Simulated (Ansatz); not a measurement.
C₄H₁₀OSi, SMILES CCC(=O)[SiH2]C.

Coordinates come from a PBE0-D3(BJ)/def2-SVP optimisation. The geometry has at least one imaginary mode, so it is a saddle point at that level. The structure was generated by enumeration, and PubChem lists no compound with its InChIKey, so it may never have been made. The values are those of a single conformer.

Two levels are set side by side: PBE/def2-SVPD (Ansatz, a program for electronic structure) and PBE0/def2-SVPD (Ansatz). Energy differences of separate SCF runs at the same geometry; the states with an electron removed or added have multiplicity 2 and 2. Differences are taken from unrounded values.

| quantity | PBE0 |
|---|---|
| vertical ionisation energy (eV) | 8.77 |
| vertical singlet–triplet gap (eV) | 2.86 |

Question: What does PBE give, and how far is it from PBE0? (An estimate is asked for; the answer gives what the named calculation found.)

Answer: 
```
quantity                            PBE  PBE minus PBE0
---------------------------------  ----  --------------
vertical ionisation energy (eV)    8.57           -0.20
vertical singlet–triplet gap (eV)  2.87            0.00
```
